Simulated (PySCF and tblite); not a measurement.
The numbers below are computed, except where a source is named.
Barrier and rate of a rotation

System: C₅H₉NO, numbered as in [CH3:1][C:2](=[O:3])/[CH:4]=[C:5](/[CH3:6])[NH2:7].

Motion: rotation about the C2–C4 bond (torsion C1–C2–C4–C5 from -180° to -6°, rising). Geometries: GFN2-xTB; energies: CAM-B3LYP/pcSseg-1 + D3(BJ), IEF-PCM benzene; zero-point and thermal terms from GFN2-xTB harmonic modes (soft modes blended into free rotors). Rates follow Eyring's equation with the number of equivalent paths and no tunnelling. (PySCF 2.14 with density fitting, tblite 0.8.)

| point | symmetry | E(GFN2) kcal/mol | E(DFT) kcal/mol | ZPE change kcal/mol | lowest mode cm⁻¹ | dipole D |
| --- | --- | --- | --- | --- | --- | --- |
| start | Cs | 0.0 | 0.0 | 0.00 | 62 | 3.98 |
| saddle | C1 | 13.3 | 16.7 | -0.03 | 97i | 3.56 |
| end | C1 | 8.6 | 8.9 | 0.49 | 45 | 6.83 |

```
Electronic barrier                                      : 16.7 kcal/mol
Barrier with zero-point energy                          : 16.7 kcal/mol
ΔH‡ (298 K)                                             : 16.2 kcal/mol
ΔS‡ (298 K, symmetry apart)                             : -3.0 cal/(mol K)
Paths                                                   : 2 equivalent paths
End point                                               : a different minimum
Mean lifetime of the start against this motion at 298 K : 290 ms
Cost                                                    : 75 s on 1 thread of AMD EPYC 7B13 (shared host) (rough), peak memory 0.91 GiB, launched as `OMP_NUM_THREADS=1 python ens_run.py task.json out`
```

```csv
T/K,ΔG‡ kcal/mol,k s⁻¹,ΔG kcal/mol,k back s⁻¹
200,16.9,2.5×10⁻⁶,9.5,3.1×10⁴
250,17.1,0.013,9.6,1.5×10⁶
298,17.1,3.4,9.6,1.9×10⁷
350,17.2,251,9.7,1.3×10⁸
400,17.3,5610,9.7,5.5×10⁸
```

ΔG and ΔG‡ leave out symmetry numbers and mirror images; rates count paths: 2 out, 1 back.
